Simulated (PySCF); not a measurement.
# One molecule, several mistakes: B4H5 cation

Calculated results; nothing here was measured. The program is PySCF 2.14.0, an open-source quantum chemistry code, run on an isolated molecule that a program drew, which may never have been made. The molecule is B4H5 cation (charge +1, singlet), drawn as the SMILES string `[BH+]BBB`.

Each row is a Hartree-Fock (HF) and frozen-core CCSD(T) single point in the cc-pVDZ basis, meant for a local HF minimum. Run 1 is clean. Each other run has one planted mistake out of seven kinds, and not every kind appears here: one electron removed, one electron added, multiplicity raised by two, geometry at a saddle point, minimal basis STO-3G, one bond length entered in bohr, all coordinates scaled. The reference is restricted for singlets and unrestricted otherwise, and also for a bond in bohr. Adding or removing an electron swaps singlet and doublet. Electrons count all cores. HOMO and LUMO are orbital energies over both spins, the gradient is its largest component, and the lowest frequency (negative if imaginary) is given only where the gradient is small. Bond lengths are over the 8 bonds as drawn. T1 is the CCSD diagnostic: over 0.02 (restricted) or 0.045 (unrestricted) a single reference is doubtful.

Geometry of the clean run:
```xyz
9
B4H5 cation, angstrom
B    -0.6490    3.1287   -0.0181
B    -0.5964    1.5016   -0.5026
B    -0.0884    0.2673    0.5070
B    -1.0343   -0.7133    1.5030
H    -0.6721    4.2537    0.3351
H    -0.9202    1.3089   -1.6385
H     1.0993    0.0619    0.4887
H    -1.2384   -0.3977    2.6404
H    -1.4845   -1.7382    1.0824
```

```
run,electrons,basis functions,<S^2>,HOMO (eV),LUMO (eV),gradient (hartree/bohr),lowest frequency (cm^-1),mean bond (Å),longest bond (Å),T1,HF (hartree),CCSD(T) (hartree),mistake
1,24,81,0.000,-15.93,-6.38,2.1e-05,117,1.3794,1.698,0.0243,-101.24359,-101.59560,no fault
2,24,81,0.000,-16.37,-6.50,4.0e-02,-,1.3035,1.605,0.0255,-101.22223,-101.57269,all coordinates scaled
3,24,81,0.000,-15.45,-6.65,6.0e-05,-425,1.4053,1.797,0.0147,-101.20749,-101.55210,geometry at a saddle point
4,24,81,2.038,-13.90,-7.79,9.1e-02,-,1.3794,1.698,0.0239,-101.16688,-101.51473,multiplicity raised by two
5,23,81,0.768,-24.05,-13.12,5.6e-02,-,1.3794,1.698,0.0203,-100.71270,-101.03098,?
6,25,81,0.759,-8.29,1.40,4.4e-02,-,1.3794,1.698,0.0211,-101.51190,-101.88165,?
```

**Which mistake was planted in run 5, and what did it cost?**

It counts 23 electrons, one fewer than the clean run, at the same geometry and basis. So the mistake is: one electron removed. Subtracting run 1 and multiplying by 627.51 kcal/mol a hartree, the energy moved by 333.1 kcal/mol in HF and 354.3 kcal/mol in CCSD(T).

**Which mistake was planted in run 6, and what did it cost?**

It counts 25 electrons, one more than the clean run, at the same geometry and basis. So the mistake is: one electron added. Subtracting run 1 and multiplying by 627.51 kcal/mol a hartree, the energy moved by -168.4 kcal/mol in HF and -179.5 kcal/mol in CCSD(T).

Cautions from the logs. Run 1: T1 is over the limit, so its CCSD(T) energy is less reliable; run 2: T1 is over the limit, so its CCSD(T) energy is less reliable.
